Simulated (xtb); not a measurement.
AlI3, triplet, geometry from GFN2-xTB (such geometries of metal compounds can be far from the true shape) (a higher spin typed on purpose: for a closed-shell molecule this is an excited state). Base run: GFN2-xTB (xtb 6.7.1).

Here is a job for xtb.
```
$ xtb mol.xyz --gfn 2 --uhf 2 --json

# file mol.xyz
4

Al    -0.00374561    -0.61728856     0.32371279
I     -2.53945884    -1.19653453    -0.37324545
I      0.01059087     1.74541028    -0.91531202
I      2.52978671    -0.39746535     1.20915622
```

Variants of this job, named by their change:

```
change          ΔE vs base (kJ/mol)  dipole (D)  G_solv (kcal/mol)  SCF cycles
--------------  -------------------  ----------  -----------------  ----------
base                           0.00        1.65                  -          21
alpb = acetone                -54.6        1.71             -13.06          18
acc = 30                       0.00        1.65                  -          17
etemp = 5000                 -100.2        2.08                  -          17
alpb = water                 -14.36        1.67              -3.44          21
acc = 0.1                      0.00        1.65                  -          23
etemp = 3000                  -48.7        2.02                  -          19
etemp = 1000                  -9.07        1.88                  -          21
alpb = thf                    -42.6        1.71             -10.21          20
```

ALPB and GBSA are two models with their own fitted parameters for each solvent, which aren't always the measured dielectric constant.
